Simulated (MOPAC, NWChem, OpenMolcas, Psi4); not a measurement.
How methods differ on SnHClOF2 (SMILES [OH][Sn]([F])([F])[Cl])

The species is SnHClOF2 (6 atoms), meant as a singlet with charge 0. As SMILES, `[OH][Sn]([F])([F])[Cl]`. Geometry: relaxed at PBE0-D4/def2-TZVP. This is one conformer, not always the lowest.

Quantity: the HOMO–LUMO gap, in eV. The values are calculated.

| level | kind | program | value (eV) | CPU time |
| --- | --- | --- | --- | --- |
| PM6 | semi-empirical | MOPAC | 10.25 | under 2 s |
| HF/def2-SVP (core potential) | Hartree–Fock | NWChem | 14.83 | 21 s |
| SVWN5/def2-SVP (core potential) | LDA | OpenMolcas | 4.31 | 30 s |
| BLYP/def2-SVP (core potential) | GGA | OpenMolcas | 4.38 | 44 s |
| PBE-D3(BJ)/def2-SVP (density fitting, core potential) | GGA | Psi4 | 4.44 | 10 s |
| r2SCAN/def2-SVP (core potential) | meta-GGA | OpenMolcas | 5.12 | 46 s |
| BHLYP/def2-SVP (core potential) | global hybrid | OpenMolcas | 9.64 | 41 s |
| PBE0-D4/def2-SVP (density fitting, core potential) | global hybrid | Psi4 | 7.18 | 4.8 s |
| B2PLYP/def2-SVP (core potential) | double hybrid | OpenMolcas | 9.97 | 30 s |

The values span 4.31 to 14.83 eV. Orbital gaps aren't excitation energies, and those of double hybrids come from the SCF part alone; they tend to grow with the share of exact exchange. CPU times are rough (shared hosts, several kinds of processor): they show what a rung costs within a factor of a few.
